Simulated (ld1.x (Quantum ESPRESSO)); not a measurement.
# Plane-wave convergence, RRKJ potential for Al

```json
{
  "Element": "Al",
  "Generator": "ld1.x (Quantum ESPRESSO) 7.5",
  "Type": "norm-conserving RRKJ (Kleinman–Bylander form)",
  "Functional": "PBEsol",
  "Relativity": "scalar-relativistic",
  "Frozen core": "[Ne]",
  "Valence charge": "3",
  "Reference configuration": "3s2 3p0 (charge +1)",
  "Partial waves": "3s (bound): rc 2.20 bohr; 3p (bound, empty): rc 2.05 bohr; 3d channel at 0.45 Ry: rc 1.80 bohr",
  "Local potential": "all-electron potential smoothed inside 1.45 bohr (lloc = -1)",
  "Core correction": "none",
  "rho0": "0.005"
}
```

The pseudo-atom Hamiltonian at the reference potential is diagonalised in spherical Bessel functions j_l(qr) that vanish at 20 bohr, with q² up to the cutoff. All-electron valence levels (Ry): 3s -1.0859, 3p -0.6634.

**Question.** How do the lowest levels (Ry) of each channel move with the cutoff, and are there ghosts?

**Answer.**

```tsv
cutoff (Ry)	s #1	p #1	d #1	d #2	f #1	Σ f·Δε (mRy)
8	-1.0748	-0.6622	-0.2192	-0.0744	-0.0511	22.2
12	-1.0838	-0.6627	-0.2217	-0.0753	-0.0511	4.3
18	-1.0847	-0.6632	-0.2235	-0.0760	-0.0511	2.4
21	-1.0848	-0.6633	-0.2239	-0.0762	-0.0511	2.2
30	-1.0856	-0.6634	-0.2245	-0.0764	-0.0511	0.6
40	-1.0859	-0.6634	-0.2246	-0.0764	-0.0511	0.0
400	-1.0859	-0.6634	-0.2246	-0.0764	-0.0511	0.0
```

Result: no extra level below or beside the all-electron valence levels (s, p, d, f tested); 10 mRy is reached at 10 Ry and 1 mRy at 30 Ry.
